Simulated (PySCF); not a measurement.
H4AlClN2, SMILES `[NH2][Al]([NH2])[Cl]`, neutral singlet in the gas phase. 

Z-matrix (Å, degrees):
```
Al
N 1 1.7705
H 2 1.0143 1 125.73
H 2 1.0144 3 110.68 1 -180.00
N 1 1.7705 2 123.21 3 0.00
H 5 1.0143 1 125.73 2 0.00
H 5 1.0144 6 110.68 1 -180.00
Cl 1 2.1120 2 118.40 3 -180.00
```
Charge 0, spin multiplicity 1.

All levels are single points at this geometry (PBE-D3(BJ)/def2-TZVP); Pople sets use spherical d functions. Orbital energies aren't observables, and empty levels follow the basis.

```tsv
level	HOMO (eV)	LUMO (eV)	gap (eV)	dipole (D)	vertical IE, Delta-SCF (eV)
PBE-D3(BJ)/def2-TZVP in PySCF	-5.79	-0.96	4.84	2.49	–
B3LYP/3-21G in PySCF	-6.27	0.08	6.34	3.79	–
B3LYP/6-311+G** in PySCF	-7.11	-0.96	6.15	2.65	–
B3LYP/6-31G* in PySCF	-6.61	-0.14	6.47	2.94	9.06
B3LYP/LANL2DZ in PySCF	-6.85	-0.12	6.73	3.39	–
HF/6-31G* in PySCF	-10.59	3.02	13.61	2.99	–
```
